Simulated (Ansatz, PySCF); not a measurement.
Gas-phase reaction (SMILES): COB(Cl)Cl + Cl (HCl) -> ClB(Cl)Cl [trichloroborane] + CO (CH4O) [methanol]; hydrogen chloride cleaves one B-O bond, a model of a ligand-exchange step.

Each molecule is optimised on its own at B3LYP-D3(BJ)/def2-TZVP (Ansatz, an electronic-structure program), one conformer each, not searched for the lowest. Valence correlation only, unless marked. No spin-orbit coupling. Non-relativistic. CBS(X,Y): correlation extrapolated as X^-3; Hartree-Fock from the larger set. [CCSD(T)-MP2]/basis is that difference in the basis named. Thermal terms are rigid-rotor harmonic-oscillator values from B3LYP-D3(BJ) frequencies (Ansatz or PySCF) at 298.15 K and 1 atm. 1 Eh = 627.5095 kcal/mol.

```json
[
 {"species": "COB(Cl)Cl", "E, RI-MP2/CBS(aug-cc-pV(T+d)Z,aug-cc-pV(Q+d)Z)+[CCSD(T)-MP2]/aug-cc-pV(T+d)Z (Ansatz) (Eh)": "-1059.50170", "E, wB97X-V/def2-TZVPD (Ansatz) (Eh)": "-1060.41997", "H - E (Eh)": "0.05646", "G - E (Eh)": "0.01817"},
 {"species": "Cl (HCl)", "E, RI-MP2/CBS(aug-cc-pV(T+d)Z,aug-cc-pV(Q+d)Z)+[CCSD(T)-MP2]/aug-cc-pV(T+d)Z (Ansatz) (Eh)": "-460.37874", "E, wB97X-V/def2-TZVPD (Ansatz) (Eh)": "-460.74931", "H - E (Eh)": "0.01000", "G - E (Eh)": "-0.01120"},
 {"species": "ClB(Cl)Cl", "E, RI-MP2/CBS(aug-cc-pV(T+d)Z,aug-cc-pV(Q+d)Z)+[CCSD(T)-MP2]/aug-cc-pV(T+d)Z (Ansatz) (Eh)": "-1404.24036", "E, wB97X-V/def2-TZVPD (Ansatz) (Eh)": "-1405.41253", "H - E (Eh)": "0.01290", "G - E (Eh)": "-0.02001"},
 {"species": "CO (CH4O)", "E, RI-MP2/CBS(aug-cc-pV(T+d)Z,aug-cc-pV(Q+d)Z)+[CCSD(T)-MP2]/aug-cc-pV(T+d)Z (Ansatz) (Eh)": "-115.61566", "E, wB97X-V/def2-TZVPD (Ansatz) (Eh)": "-115.73216", "H - E (Eh)": "0.05533", "G - E (Eh)": "0.02827"}
]
```

Problem. Work out ΔE and ΔH, ΔG, ΔS and the equilibrium constant at 298.15 K at the first level, then ΔH at the second.

Solution. 
1. ΔE = [(-1404.24036) + (-115.61566)] - [(-1059.50170) + (-460.37874)] = 0.02442 Eh = 15.3 kcal/mol at RI-MP2/CBS(aug-cc-pV(T+d)Z,aug-cc-pV(Q+d)Z)+[CCSD(T)-MP2]/aug-cc-pV(T+d)Z.
2. The terms H - E add up to 0.00177 Eh, so ΔH = (0.02442 + (0.00177))×627.5095 = 16.4 kcal/mol.
3. The terms G - E add up to 0.00129 Eh, so ΔG = 16.1 kcal/mol, and ΔS = (0.00177 - (0.00129))×627509.5/298.15 = 1.0 cal/(mol K).
4. log10 K = -ΔG/(RT ln 10) = -11.8, with RT ln 10 = 1.3642 kcal/mol.
5. At wB97X-V/def2-TZVPD the same steps give ΔE = 15.4 and ΔH = 16.5 kcal/mol, a shift of +0.1 from the first level.
6. These values are not checked against measurement here, since the tables used lack a sound gas-phase enthalpy of formation for at least one species.
